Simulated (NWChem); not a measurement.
All runs are NWChem calculations. System: C$_{3}$H$_{3}$, charge 1, spin multiplicity 1, at the geometry of a parent with another charge or spin, in a state set for the comparison that need not be this species' ground state. Level: B3LYP/def2-TZVP, VWN1-RPA local correlation.

NWChem printed:

```
             Northwest Computational Chemistry Package (NWChem) 7.3.0
             --------------------------------------------------------

                                NWChem Input Module
                                -------------------

 Scaling coordinates for geometry "geometry" by  1.889725989
 (inverse scale =  0.529177249)

 Turning off AUTOSYM since
 SYMMETRY directive was detected!

                             Geometry "geometry" -> ""
                             -------------------------

 Output coordinates in angstroms (scale by  1.889725989 to convert to a.u.)

  No.       Tag          Charge          X              Y              Z
 ---- ---------------- ---------- -------------- -------------- --------------
    1 C                    6.0000     0.00000000     0.00000000    -1.25820600
    2 C                    6.0000     0.00000000     0.00000000     0.11427300
    3 C                    6.0000     0.00000000     0.00000000     1.34694000
    4 H                    1.0000     0.93901400     0.00000000    -1.81924200
    5 H                    1.0000    -0.93901400     0.00000000    -1.81924200
    6 H                    1.0000     0.00000000     0.00000000     2.42044300

 Effective nuclear repulsion energy (a.u.)      53.0529100998

            Nuclear Dipole moment (a.u.)
            ----------------------------
        X                 Y               Z
 ---------------- ---------------- ----------------
     0.0000000000     0.0000000000     0.0000018897

      Symmetry information
      --------------------

 Group name             C2v
 Group number             16
 Group order               4
 No. of unique centers     5

      Symmetry unique atoms

     1    2    3    4    6


 Summary of "ao basis" -> "" (spherical)
 ------------------------------------------------------------------------------
       Tag                 Description            Shells   Functions and Types
 ---------------- ------------------------------  ------  ---------------------
 *                         def2-tzvp                  on all atoms

                                 NWChem DFT Module
                                 -----------------

 Summary of "ao basis" -> "ao basis" (spherical)
 ------------------------------------------------------------------------------
       Tag                 Description            Shells   Functions and Types
 ---------------- ------------------------------  ------  ---------------------
[...]
 Vector    9  Occ=2.000000D+00  E=-6.045386D-01  Symmetry=b2
              MO Center= -2.0D-16, -9.2D-17,  9.2D-02, r^2= 1.7D+00
   Bfn.  Coefficient  Atom+Function         Bfn.  Coefficient  Atom+Function
  ----- ------------  ---------------      ----- ------------  ---------------
    38      0.312161  2 C  py                41      0.267628  2 C  py
    69      0.227799  3 C  py                 7      0.214903  1 C  py
    10      0.193317  1 C  py                72      0.184237  3 C  py
    44      0.093762  2 C  py                13      0.071717  1 C  py
    75      0.060892  3 C  py

 Vector   10  Occ=2.000000D+00  E=-5.571029D-01  Symmetry=b1
              MO Center= -1.9D-15, -4.5D-16,  6.0D-01, r^2= 1.8D+00
   Bfn.  Coefficient  Atom+Function         Bfn.  Coefficient  Atom+Function
  ----- ------------  ---------------      ----- ------------  ---------------
    68      0.336609  3 C  px                37      0.287322  2 C  px
    71      0.271719  3 C  px                40      0.245117  2 C  px
    74      0.114120  3 C  px                43      0.105041  2 C  px
     6     -0.095110  1 C  px                95     -0.092995  4 H  s
   101      0.092995  5 H  s                 94     -0.059486  4 H  s

 Vector   11  Occ=0.000000D+00  E=-4.143575D-01  Symmetry=b2
              MO Center= -2.7D-16, -1.5D-15, -1.8D-01, r^2= 2.7D+00
   Bfn.  Coefficient  Atom+Function         Bfn.  Coefficient  Atom+Function
  ----- ------------  ---------------      ----- ------------  ---------------
     7      0.350977  1 C  py                10      0.326015  1 C  py
    69     -0.299926  3 C  py                72     -0.259072  3 C  py
    13      0.234649  1 C  py                75     -0.170863  3 C  py
    52     -0.057609  2 C  d -1              38     -0.044468  2 C  py
    41     -0.038295  2 C  py                47     -0.025267  2 C  d -1

 Vector   12  Occ=0.000000D+00  E=-2.392987D-01  Symmetry=b1
              MO Center= -5.4D-15, -2.8D-16,  4.3D-01, r^2= 2.8D+00
   Bfn.  Coefficient  Atom+Function         Bfn.  Coefficient  Atom+Function
  ----- ------------  ---------------      ----- ------------  ---------------
    74     -0.493648  3 C  px                43      0.481390  2 C  px
    37      0.329311  2 C  px                96     -0.321070  4 H  s
   102      0.321070  5 H  s                 68     -0.316939  3 C  px
    40      0.291188  2 C  px                71     -0.286954  3 C  px
    95     -0.133606  4 H  s                101      0.133606  5 H  s

 Vector   13  Occ=0.000000D+00  E=-1.829606D-01  Symmetry=b2
              MO Center= -3.4D-16, -5.7D-15,  3.1D-01, r^2= 3.0D+00
   Bfn.  Coefficient  Atom+Function         Bfn.  Coefficient  Atom+Function
  ----- ------------  ---------------      ----- ------------  ---------------
    44      0.758716  2 C  py                75     -0.636382  3 C  py
    13     -0.510295  1 C  py                38      0.367001  2 C  py
    41      0.338817  2 C  py                69     -0.261366  3 C  py
    72     -0.236065  3 C  py                 7     -0.199927  1 C  py
    10     -0.192999  1 C  py                83     -0.077768  3 C  d -1

 center of mass
 --------------
 x =   0.00000000 y =   0.00000000 z =   0.05852263

 moments of inertia (a.u.)
 ------------------
         190.918726627023           0.000000000000           0.000000000000
           0.000000000000         197.265557550496           0.000000000000
           0.000000000000           0.000000000000           6.346830923473

     Multipole analysis of the density
     ---------------------------------

     L   x y z        total         alpha         beta         nuclear
     -   - - -        -----         -----         ----         -------
     0   0 0 0      1.000000    -10.000000    -10.000000     21.000000

     1   1 0 0     -0.000000     -0.000000     -0.000000      0.000000
     1   0 1 0     -0.000000     -0.000000     -0.000000      0.000000
     1   0 0 1     -0.210242     -0.105122     -0.105122      0.000002

     2   2 0 0    -11.317794     -8.807673     -8.807673      6.297553
     2   1 1 0      0.000000      0.000000      0.000000      0.000000
     2   1 0 1     -0.000000     -0.000000     -0.000000      0.000000
     2   0 2 0    -11.901391     -5.950695     -5.950695      0.000000
     2   0 1 1     -0.000000     -0.000000     -0.000000      0.000000
     2   0 0 2      0.688102    -58.471656    -58.471656    117.631413

 Task  times  cpu:        2.5s     wall:        2.5s

 Total times  cpu:        2.6s     wall:        2.6s
```

Q: Write an NWChem input that would produce this output.

A: Several could match; the one computed here: 
```
start mol
memory heap 200 mb stack 900 mb global 1100 mb
charge 1
geometry units angstroms nocenter noautoz
  C      0.000000     0.000000    -1.258206
  C      0.000000     0.000000     0.114273
  C      0.000000     0.000000     1.346940
  H      0.939014     0.000000    -1.819242
  H     -0.939014     0.000000    -1.819242
  H      0.000000     0.000000     2.420443
  symmetry group C2v
end
basis spherical
  * library def2-tzvp
end
dft
  xc b3lyp
  semidirect memsize 60000000 filesize 0
  iterations 100
end
task dft energy
```
